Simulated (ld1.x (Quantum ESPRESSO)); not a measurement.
# Configuration tests for Ni (TM)

Ni, norm-conserving Troullier–Martins (Kleinman–Bylander form), made with ld1.x (Quantum ESPRESSO) 7.5 (LDA (PZ), fully relativistic). Core [Ne] 3s2, reference 3p6 3d8 4s1.5 4p0.5. Waves: 3p (bound): rc 1.25 bohr; 3d (bound): rc 1.70 bohr; 4s (bound): rc 1.60 bohr. Local part: the s channel. Core correction: none.

Open shells are filled in proportion to 2j + 1 (rel_dist='average').

Occupied shells without a wave of their own: 4p. They enter only through the test configuration that unscreens the potential.

Energies are relative to the spin-unpolarised reference configuration 3p6 3d8 4s1.5 4p0.5; without spin polarisation the order of configurations can differ from experiment.

Problem. Give the all-electron excitation energy and the error of the potential for: 3p6 3d8 4s2 4p0; 3p6 3d8 4s1 4p0; 3p6 3d8 4s0 4p0; 3p6 3d8 4s0 4p1; 3p6 3d8 4s1 4p1; 3p6 3d7 4s0 4p0; 3p6 3d8 4s0 4p2.

Solution.

```
valence configuration  charge  ΔE all-electron (eV)  error AE − PS (meV)
      3p6 3d8 4s2 4p0       0                -2.298                 +233
      3p6 3d8 4s1 4p0      +1                 7.303                 +553
      3p6 3d8 4s0 4p0      +2                24.962                 +922
      3p6 3d8 4s0 4p1      +1                13.075                 -534
      3p6 3d8 4s1 4p1       0                 2.381                 -317
      3p6 3d7 4s0 4p0      +3                62.760                +1303
      3p6 3d8 4s0 4p2       0                 7.378                -1200
```

These tests converged, but a pseudo level misses the all-electron one widely, so the file describes the atom poorly there or has found another state: 3p6 3d8 4s0 4p0: empty 4p by 2.1 eV; 3p6 3d7 4s0 4p0: empty 4p by 3.5 eV. The 4p level has no wave, so the channel is fitted at the deeper level alone: the likely source of the large errors.

The potential misses its own reference levels by up to 0.6 eV.
